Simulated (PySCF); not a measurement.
Compound: C8H19NSi2.
Atom-mapped SMILES: `[SiH3:1][N:2]([SiH3:3])[C@H:4]1[CH2:5][CH2:6][CH2:7][C:8]2([CH2:9][CH2:10]2)[CH2:11]1`

Geometry (PBE0-D3(BJ)/def2-SVP, Å), atoms numbered from 1 in this order:
```
atom  x, y, z in Å
Si1    3.3649    0.7705   -0.1137
N2     2.0143   -0.3103   -0.3975
Si3    2.2828   -1.9539   -0.9470
C4     0.6769    0.0330    0.1192
C5     0.4582    1.5428    0.2089
C6    -0.9181    1.8874    0.7669
C7    -2.0282    1.2515   -0.0610
C8    -1.8066   -0.2393   -0.1843
C9    -2.3858   -1.1369    0.8755
C10   -2.9616   -1.1338   -0.5127
C11   -0.4377   -0.5837   -0.7279
H12    4.5939    0.0758   -0.5925
H13    3.2454    2.0681   -0.8467
H14    3.5343    1.0985    1.3401
H15    1.6338   -2.2546   -2.2611
H16    3.7515   -2.1585   -1.0940
H17    1.7481   -2.9423    0.0466
H18    0.5702   -0.3750    1.1465
H19    1.2340    2.0038    0.8437
H20    0.5747    1.9756   -0.8010
H21   -1.0413    2.9813    0.8059
H22   -0.9894    1.5246    1.8071
H23   -2.0384    1.6996   -1.0714
H24   -3.0147    1.4552    0.3853
H25   -2.9703   -0.6785    1.6791
H26   -1.8012   -2.0075    1.1877
H27   -3.9392   -0.6664   -0.6612
H28   -2.7778   -2.0027   -1.1511
H29   -0.3363   -0.2152   -1.7647
H30   -0.3331   -1.6814   -0.7685
```

NICS = −σ at a ghost point: NICS(0) at the centroid of the ring atoms, NICS(1) 1 Å to either side along the normal of their mean plane, zz for the tensor component along that normal. Level: GIAO PBE0/pcSseg-1 (PySCF, non-relativistic, gas phase) on the PBE0-D3(BJ)/def2-SVP geometry, one conformer.

Ring bond lengths (Å), with Mayer bond orders in brackets: C4–C5 1.528 (1.02), C5–C6 1.525 (1.05), C6–C7 1.524 (1.04), C7–C8 1.512 (1.02), C8–C11 1.513 (1.03), C11–C4 1.530 (1.00); C8–C9 1.505 (0.92), C9–C10 1.503 (0.97), C10–C8 1.497 (0.98).

**Question.** Give the NICS values of each ring in ppm.

**Answer.** 
```csv
ring,type,NICS(0),"NICS(1), two faces","NICS(1)zz, two faces",rms pucker (Å),"centre to ring atoms, mean (Å)"
C4–C5–C6–C7–C8–C11,6-membered carbocycle; formal bonds all single,-3.1,-2.4 / -2.6,2.6 / 3.4,0.23,1.47
C8–C9–C10,3-membered carbocycle; formal bonds all single,-43.8,-8.4 / -8.5,-21.5 / -21.7,0.00,0.87
```

**Question.** What can be read from them?

**Answer.** 
- C4–C5–C6–C7–C8–C11: mean NICS(1)zz 3.0 ppm, deshielded. C4, C5, C6, C7, C8, C11 have four or more neighbours, so the value isn't read as a sign of a π ring current. A hydrogen on C4, outside the ring, lies only 1.47 Å from a NICS(1) probe, which then mostly feels that atom.
- C8–C9–C10: mean NICS(1)zz -21.6 ppm, shielded. C8, C9, C10 have four or more neighbours, so the value isn't read as a sign of a π ring current. A hydrogen on C10, outside the ring, lies only 1.46 Å from a NICS(1) probe, which then mostly feels that atom. NICS(0) lies 35 ppm below the mean NICS(1).

**Question.** How do the values depend on the level or the medium?

**Answer.** 
```json
{"level": "PBE0/pcSseg-1, gas", "NICS(0), C4–C5–C6–C7–C8–C11": "-3.1", "mean NICS(1)zz, C4–C5–C6–C7–C8–C11": "3.0", "NICS(0), C8–C9–C10": "-43.8", "mean NICS(1)zz, C8–C9–C10": "-21.6"}
{"level": "wB97X-D/pcSseg-1, gas", "NICS(0), C4–C5–C6–C7–C8–C11": "-3.0", "mean NICS(1)zz, C4–C5–C6–C7–C8–C11": "3.1", "NICS(0), C8–C9–C10": "-43.7", "mean NICS(1)zz, C8–C9–C10": "-21.6"}
```

The geometry is the same throughout.
